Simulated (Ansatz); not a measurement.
One change: `CO[Si]([SiH3])(Cl)Cl` becomes `O[Si]([SiH3])(Cl)Cl`.

Ansatz, PBE0-D4/def2-TZVP geometries, multiplicity 1. Each molecule was computed in one conformer, which needn't be the lowest.

```
                               property  `CO[Si]([SiH3])(Cl)Cl`
     HOMO energy (PBE0/def2-TZVPP) / eV                   -8.47
      LUMO energy (PBE/def2-TZVPP) / eV                   -1.08
  HOMO–LUMO gap (B3LYP/def2-TZVPP) / eV                    7.90
HOMO–LUMO gap (ωB97M-V/def2-TZVPP) / eV                   12.15
     LUMO energy (PBE0/def2-TZVPP) / eV                   -0.20
    LUMO energy (B3LYP/def2-TZVPP) / eV                   -0.35
```

Problem. Give the same properties after the change, and the shifts. (An estimate is asked.)

Solution. Ansatz gave: 
```csv
property,`O[Si]([SiH3])(Cl)Cl`,shift
HOMO energy (PBE0/def2-TZVPP) / eV,-8.54,-0.07
LUMO energy (PBE/def2-TZVPP) / eV,-1.16,-0.08
HOMO–LUMO gap (B3LYP/def2-TZVPP) / eV,7.86,-0.04
HOMO–LUMO gap (ωB97M-V/def2-TZVPP) / eV,12.09,-0.06
LUMO energy (PBE0/def2-TZVPP) / eV,-0.29,-0.09
LUMO energy (B3LYP/def2-TZVPP) / eV,-0.46,-0.11
```

B3LYP here is the variant with VWN-RPA as its local correlation; programs differ in this.
